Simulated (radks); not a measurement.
Q: Hf VII, 66 electrons, occupied as [Xe] 4f11 6p1 (not the ground configuration). Calculated with a radial shooting solver on a logarithmic mesh with Libxc functionals: scalar-relativistic Kohn-Sham, LDA (Slater exchange, Perdew-Wang correlation), spin-polarised, spherical densities, finite nucleus; open shells are filled with parallel spins first (spin-orbit coupling, left out, can overturn this in heavy ions); Fermi nuclear charge, rms radius 5.347 fm. Some entries of the table are withheld. Estimate them.

orbital  occ.  eigenvalue (eV)  r(max) (bohr)  <r^2> (bohr^2)
1s up       1        -65319.10        0.01191       0.0004958
1s down     1        -65319.07        0.01191       0.0004958
2s up       1        -11266.47        0.06813        0.007653
2s down     1        -11266.36        0.06813        0.007653
2p up       3        -9912.641        0.05569        0.006289
2p down     3        -9912.545        0.05569        0.006289
3s up       1        -2657.361         0.1924         0.04990
3s down     1        -2655.501         0.1923         0.04986
3p up       3        -2252.761         0.1900         0.05050
3p down     3        -2250.900         0.1899         0.05046
3d up       5        -1771.852         0.1547         0.04194
3d down     5        -1770.396         0.1546         0.04189
4s up       1        -625.0414         0.4367          0.2453
4s down     1        -621.6894         0.4367          0.2455
4p up       3        -491.2685         0.4570          0.2776
4p down     3        -488.0129         0.4570          0.2779
4d up       5        -318.1539         0.4682          0.3212
4d down     5        -315.0022         0.4683          0.3222
5s up       1        -159.3423         0.9760           1.250
5s down     1        -157.9380         0.9790           1.258
4f up       7        -125.5342         0.4416          0.4413
5p up       3        -122.9184          1.084             (1)
4f down     4        -122.5072         0.4424          0.4484
5p down     3        -121.7676          1.089             (2)
6p up       1         -52.7272            (3)           6.909
6p down     0         -51.1117            (4)           6.976

A: 
(1) 5p up <r^2> (bohr^2): 1.591
(2) 5p down <r^2> (bohr^2): 1.599
(3) 6p up r(max) (bohr): 2.408
(4) 6p down r(max) (bohr): 2.406
